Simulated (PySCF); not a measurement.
C3H11NSi.

```xyz
16

Si     1.8250     0.3634     0.2357
N      0.4098    -0.6183     0.0322
C     -0.9712    -0.2145     0.2415
C     -1.1915     1.2057    -0.2576
C     -1.9053    -1.1937    -0.4552
H      1.9168     1.0643     1.5625
H      1.9380     1.4239    -0.8122
H      2.9825    -0.5730     0.1140
H      0.5540    -1.6123     0.1743
H     -1.2218    -0.2251     1.3248
H     -2.2320     1.5191    -0.0881
H     -0.5441     1.9278     0.2669
H     -0.9756     1.2751    -1.3355
H     -2.9596    -0.9298    -0.2818
H     -1.7153    -1.1956    -1.5400
H     -1.7532    -2.2194    -0.0820
```

Coordinates come from a PBE0-D3(BJ)/def2-SVP optimisation. The values are those of a single conformer.

Level of theory: PBE/pcSseg-1 in PySCF. Non-relativistic, no solvent.

Computed absolute GIAO shielding of each atom: isotropic value and principal components (ppm):
```
atom  σ(iso)    σ11    σ22    σ33   span
----  ------  -----  -----  -----  -----
Si1    399.3  351.4  380.2  466.5  115.1
N2     220.9  171.9  211.8  279.0  107.1
C3     131.2  116.1  123.8  153.7   37.5
C4     155.1  141.3  146.2  177.9   36.6
C5     150.4  130.5  139.3  181.5   51.0
H6      26.2   22.8   23.9   31.9    9.1
H7      26.4   22.7   25.1   31.4    8.7
H8      26.7   23.6   24.8   31.6    8.0
H9      31.3   22.1   30.7   41.1   19.0
H10     27.8   24.0   26.4   32.9    9.0
H11     30.2   26.2   28.1   36.2    9.9
H12     29.6   25.2   28.7   34.9    9.7
H13     30.3   27.7   28.3   34.8    7.1
H14     30.1   26.0   27.9   36.5   10.5
H15     30.2   27.7   28.5   34.5    6.7
H16     30.2   26.4   28.1   36.0    9.6
```
